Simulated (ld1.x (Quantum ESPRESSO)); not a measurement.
## nickel, ultrasoft: configuration errors across variants

```
Element                 : Ni
Generator               : ld1.x (Quantum ESPRESSO) 7.5
Type                    : ultrasoft
Functional              : PBE
Relativity              : scalar-relativistic
Frozen core             : [Ar]
Valence charge          : 10
Reference configuration : 3d8.5 4s1.5 4p0
Partial waves           : 4s (bound): rcut 1.95, rcutus 2.60 bohr; 4s channel at 0.35 Ry: rcut 1.95, rcutus 2.60 bohr; 4p (bound, empty): rcut 1.95, rcutus 2.60 bohr; 4p channel at 1 Ry: rcut 1.95, rcutus 2.60 bohr; 3d (bound): rcut 0.85, rcutus 1.05 bohr; 3d channel at 0.05 Ry: rcut 0.85, rcutus 1.05 bohr
Local potential         : all-electron potential smoothed inside 1.30 bohr (lloc = -2)
Core correction         : Bessel-smoothed model core, default radius (core density twice the valence density)
Augmentation charge     : PSQ, inside the norm-conserving radii
```

All-electron excitation energies from the reference (eV): (1) 3d8 4s2 4p0 1.183; (2) 3d8 4s1 4p0 10.505; (3) 3d8 4s0 4p0 27.856; (4) 3d6 4s0 4p0 122.879; (5) 3d8 4s1 4p1 5.778; (6) 3d9 4s0 4p0 7.501; (7) 3d8 4s0 4p1 16.190.

The overlap operator is not positive definite (basis up to 400 Ry) in “waves 4s (bound): rcut 1.95, rcutus 3.62 bohr; 4s channel at 0.35 Ry: rcut 1.95, rcutus 3.62 bohr”, “waves 4s (bound): rcut 1.95, rcutus 3.92 bohr; 4s channel at 0.35 Ry: rcut 1.95, rcutus 3.92 bohr”. Such files are unfit for use, however small their errors in these radial tests.

1 further variants failed, have other tests or too few solved ones, and are left out.

Errors AE − PS in meV (a dash: test not solved or not reliable):

| change | (1) | (2) | (3) | (4) | (5) | (6) | (7) | bound ghosts |
| --- | --- | --- | --- | --- | --- | --- | --- | --- |
| base | -28 | -13 | -21 | -1268 | -17 | -66 | -14 | none |
| waves 4s (bound): rcut 1.90, rcutus 2.02 bohr; 4s channel at 0.35 Ry: rcut 1.90, rcutus 2.02 bohr | -21 | -17 | -25 | -1447 | -23 | -36 | -24 | none |
| waves 4s (bound): rcut 1.95, rcutus 2.22 bohr; 4s channel at 0.35 Ry: rcut 1.95, rcutus 2.22 bohr | -26 | -17 | -25 | -1371 | -22 | -49 | -20 | none |
| waves 4s (bound): rcut 1.95, rcutus 2.56 bohr; 4s channel at 0.35 Ry: rcut 1.95, rcutus 2.56 bohr | -28 | -14 | -22 | -1280 | -18 | -64 | -14 | none |
| waves 4s (bound): rcut 1.95, rcutus 2.78 bohr; 4s channel at 0.35 Ry: rcut 1.95, rcutus 2.78 bohr | -27 | -12 | -21 | -1246 | -16 | -69 | -12 | none |
| waves 4s (bound): rcut 1.95, rcutus 3.10 bohr; 4s channel at 0.35 Ry: rcut 1.95, rcutus 3.10 bohr | -23 | -8.3 | -19 | -1201 | -11 | -77 | -9.4 | none |
| waves 4s (bound): rcut 1.95, rcutus 3.62 bohr; 4s channel at 0.35 Ry: rcut 1.95, rcutus 3.62 bohr | -37 | -28 | -18 | -1164 | -25 | -83 | -7.0 | not determined (overlap not positive) |
| waves 4s (bound): rcut 1.95, rcutus 3.92 bohr; 4s channel at 0.35 Ry: rcut 1.95, rcutus 3.92 bohr | -13 | +7.6 | -17 | -1157 | +0.8 | -84 | -6.5 | not determined (overlap not positive) |

(1) Give the same row for: waves 4s (bound): rcut 1.95, rcutus 3.30 bohr; 4s channel at 0.35 Ry: rcut 1.95, rcutus 3.30 bohr.

Results:

(1) -21, -6.0, -18, -1187, -8.6, -79, -8.4; bound ghosts: none.
